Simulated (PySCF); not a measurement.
Start geometry of `C#Cc1c(Cl)cccc1C1CC1` from GFN2-xTB (Å):
```
atom  x, y, z in Å
C1     1.0984    2.9427    0.6594
C2     1.0991    1.7684    0.4102
C3     1.1210    0.3853    0.1137
C4     2.3043   -0.2312   -0.2963
Cl5    3.7474    0.7141   -0.4409
C6     2.3401   -1.5830   -0.5880
C7     1.1836   -2.3332   -0.4637
C8     0.0012   -1.7364   -0.0592
C9    -0.0493   -0.3809    0.2262
C10   -1.3036    0.2885    0.6603
C11   -2.6355   -0.1318    0.1185
C12   -2.0419    1.1776   -0.3017
H13    1.0967    3.9691    0.8757
H14    3.2653   -2.0375   -0.9043
H15    1.2070   -3.3902   -0.6817
H16   -0.8928   -2.3326    0.0433
H17   -1.2721    0.6275    1.6908
H18   -3.4855   -0.1267    0.7838
H19   -2.6645   -0.9237   -0.6143
H20   -1.6553    1.2585   -1.3064
H21   -2.4725    2.0927    0.0740
```

**Question.** What comes out of this run: PBE0-D3(BJ)/def2-SVP geometry optimisation, gas phase (PySCF 2.14.0)?

**Answer.** 
```
atom  x, y, z in Å
C1     0.9867    2.9922    0.7164
C2     0.9914    1.8195    0.4054
C3     0.9722    0.4403    0.0456
C4     2.1511   -0.2154   -0.3557
Cl5    3.6420    0.6555   -0.4100
C6     2.1437   -1.5596   -0.7178
C7     0.9470   -2.2663   -0.6742
C8    -0.2305   -1.6376   -0.2739
C9    -0.2421   -0.2899    0.0844
C10   -1.4831    0.4149    0.5030
C11   -2.8560   -0.1259    0.2443
C12   -2.3726    1.0611   -0.5295
H13    0.9964    4.0322    0.9850
H14    3.0756   -2.0357   -1.0254
H15    0.9349   -3.3234   -0.9491
H16   -1.1586   -2.2094   -0.2261
H17   -1.3594    0.9962    1.4227
H18   -3.6105    0.0264    1.0200
H19   -2.9584   -1.0725   -0.2918
H20   -2.1064    0.9074   -1.5786
H21   -2.7814    2.0491   -0.3047
```

The energy falls by 7.5 kJ/mol over 14 energy and gradient evaluations, the largest force component goes from 0.0205 to 7.0e-05 Eh/bohr, and the atoms move by 0.239 Å rms after alignment. The bond that changes most is C1–H13 (terminal alkyne carbon to alkyne hydrogen), which lengthens by 0.025 Å. Bonds longer at the end by more than 0.005 Å: 17 of 22; shorter: 0. Among the dihedrals that turn most is C8–C9–C10–H17, from 112° to 132°. Rotational constants go from 1325, 666.2, 458.8 to 1332, 639.2, 446.9 MHz. The orientation of the end geometry is arbitrary; only internal coordinates are fixed.

The run used 217 basis functions and 95 SCF cycles in all. Rough CPU time on one thread of a shared machine: about 9 min.

Whether it is a minimum is left open (no frequencies). One conformer, not necessarily the lowest.
